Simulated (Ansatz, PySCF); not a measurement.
Energy difference R1 + 2 R2 → 3 P1, each structure at its B3LYP-D3(BJ)/def2-TZVP stationary point, reached from a drawn start (curvature not checked).
R1: H9NSi3 (SMILES [SiH3]N([SiH3])[SiH3]), charge 0, multiplicity 1.
R2, NH3 (SMILES N) (charge 0, multiplicity 1):
```xyz
4

N      0.25984     0.01466     0.10080
H      0.25721    -0.08930    -0.90746
H     -0.27188     0.84941     0.31957
H     -0.24517    -0.77477     0.48699
```
P1: H5NSi (SMILES N[SiH3]), charge 0, multiplicity 1.

P less R. No zero-point or thermal terms.

The values were computed with Ansatz (a quantum-chemistry and plane-wave program); PySCF for the D3/D4 terms. Each number belongs to the level named beside it.

Task: What reaction energy does PBE0-D4/def2-TZVPP give?

Result: 25 kJ/mol

Task: Give the reaction energy at the level SVWN5/def2-TZVPP.

Result: 17 kJ/mol

Task: What is the computed reaction energy (r2SCAN/def2-TZVPP)?

Result: 18 kJ/mol
